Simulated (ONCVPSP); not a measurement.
## Transferability test, ONCV potential for gold (Au)

Au, optimised norm-conserving Vanderbilt (ONCV), made with ONCVPSP 4.0.1 (LDA (Perdew-Wang 92), scalar-relativistic). Core [Kr] 4d10 4f14, reference 5s2 5p6 5d10 6s0.5 (charge +0.5). Waves: 5s+6s: rc 1.45 bohr, ncon 4, nbas 8, qcut 10.4 1/bohr, 2 projectors; 5p: rc 1.75 bohr, ncon 3, nbas 7, qcut 7.4 1/bohr, 2 projectors, debl 2.8 Ha; 5d: rc 2.20 bohr, ncon 4, nbas 9, qcut 6.8 1/bohr, 2 projectors, debl 1.3 Ha; f scattering state at 0.14 Ha: rc 2.05 bohr, ncon 3, nbas 6, qcut 5.4 1/bohr, 3 projectors, debl 2.2 Ha. Local part: polynomial inside 1.15 bohr (lpopt 5, dvloc0 0 Ha). Core correction: none.

Energies are relative to the spin-unpolarised reference configuration 5s2 5p6 5d10 6s0.5; without spin polarisation the order of configurations can differ from experiment.

```
valence configuration  charge  ΔE all-electron (eV)  error AE − PS (meV)
     5s2 5p6 5d10 6s1       0                -3.944                 +1.7
     5s2 5p6 5d10 6s0      +1                 5.824                 -1.5
      5s2 5p6 5d9 6s0      +2                27.326                 -2.5
      5s2 5p6 5d9 6s2       0                -2.335                  +15
```
